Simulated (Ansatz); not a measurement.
Total energies of GaH2Et (C₂H₇Ga) from Ansatz at PBE0-D4/def2-TZVP, gas phase (1 Eh = 27.2114 eV = 2625.5 kJ/mol). The reference geometry is relaxed at PBE0-D4/def2-SVP.

Cartesian coordinates in Å:
```
Ga -0.631 -1.436 0.595
H -2.097 -1.793 0.133
H 0.331 -2.606 1.036
C -0.002 0.441 0.550
C 0.506 0.847 -0.837
H 0.797 0.573 1.299
H -0.834 1.098 0.852
H 0.848 1.895 -0.856
H 1.359 0.229 -1.164
H -0.277 0.753 -1.608
```

| state | geometry | energy (Eh) |
| --- | --- | --- |
| charge 0 singlet | reference | -2004.92832 |
| charge 1 doublet | reference | -2004.57579 |
| charge 1 doublet | relaxed at PBE0-D4/def2-SVP | -2004.60894 |
| free Ga atom (doublet) | – | -1924.55212 |
| free H atom (doublet) | – | -0.50104 |
| free C atom (triplet) | – | -37.80537 |

Q: Work out the vertical ionisation energy to the doublet.

A: E(charge 1 doublet) − E(charge 0 singlet) = -2004.57579 − (-2004.92832) = 0.35253 Eh = 9.59 eV. For comparison, −ε of the highest occupied level is 7.49 eV at this level, 2.10 eV less.

Q: How much does the charge 1 doublet relax, and what is the adiabatic ionisation energy?

A: Relaxation: -2004.57579 − (-2004.60894) = 0.03315 Eh = 0.90 eV. Adiabatic ionisation energy: 0.31938 Eh = 8.69 eV, without zero-point energy. 

Q: What is the binding energy per atom against free atoms?

A: Atoms: 1 × (-1924.55212) + 7 × (-0.50104) + 2 × (-37.80537) = -2003.67014 Eh. Binding: -2003.67014 − (-2004.92832) = 1.25818 Eh = 34.24 eV, or 3.42 eV for each of 10 atoms (no zero-point energy, no counterpoise term).
